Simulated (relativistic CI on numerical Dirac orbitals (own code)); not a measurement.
One change at a time: Dy50+

Base calculation: Dirac-Coulomb-Breit CI, orbitals from a KLI potential per configuration, a model potential for QED, unscaled Slater integrals.

Configurations in the expansion (outside the closed core [Ne]): 3s2 3p4, 3s 3p5, 3s2 3p3 3d, 3p6, 3s 3p4 3d, 3p5 3d, 3s 3p3 3d2, 3s2 3p2 3d 4p, 3p5 4s, 3s 3p3 3d 4s, 3s2 3p3 4s, 3p5 4p, 3s2 3p2 3d2, 3s2 3p 3d3, 3s 3p2 3d3, 3s2 3p 3d2 4s, 3p4 3d2, 3p3 3d3, 3p3 3d2 4s, 3s2 3p2 3d 4s, 3s 3p2 3d2 4s, 3s2 3p 3d 4s2. Double excitations out of closed p, d and f shells are left out; levels of such configurations are missing from the list, as are those of other unlisted configurations, and high levels can miss mixing partners.

Variants: (1) valence Slater integrals scaled by 0.9; (2) QED terms removed; (3) one mean potential for all configurations. Shifts of the energy above 3s2 3p4 3P_2, in eV, for the lowest level and the first level of each name with at least 55 % of one term (blank where a level changes its place among those of its configuration and J or its character, or is not in the variant):

```tsv
Level	Base	Δ(1)	Δ(2)	Δ(3)
3s2 3p4 3P_2	0.000	0.000	0.000	0.000
3s2 3p4 1S_0	17.108	-1.525	+0.003	-0.005
3s2 3p4 3P_1	199.567	+0.591	-0.256	+0.022
3s2 3p4 1D_2	208.288	-0.302	-0.253	+0.019
3s2 3p3 3d 3P°_0	209.815	+0.181	+0.516	-0.042
3s 3p5 3P°_2	354.485	+2.449	+2.317	+0.120
3s2 3p4 3P_0	414.250	-0.165	-0.477	+0.040
3s2 3p2 3d2 3P_0	434.319	-0.092	+1.035	+0.075
3s2 3p3 3d 3G°_5	455.530	+0.258	+0.125	-0.051
3s 3p5 3P°_0	557.475	+2.814	+1.836	+0.102
3s 3p4 3d 5F_5	590.617	+3.229	+3.007	+0.117
```

At this charge energies of transitions that change n are usually good to better than 1 %, and those within a shell (Δn = 0) to a few per cent.

Ionisation energy from the two ground configurations alone: base 4522.08 eV. The NIST ASD value (theoretical) is 4523 eV.

LS names give the leading component of a level, which can be under half, so a name can repeat, a term be missing and a line seem to break the LS rules.
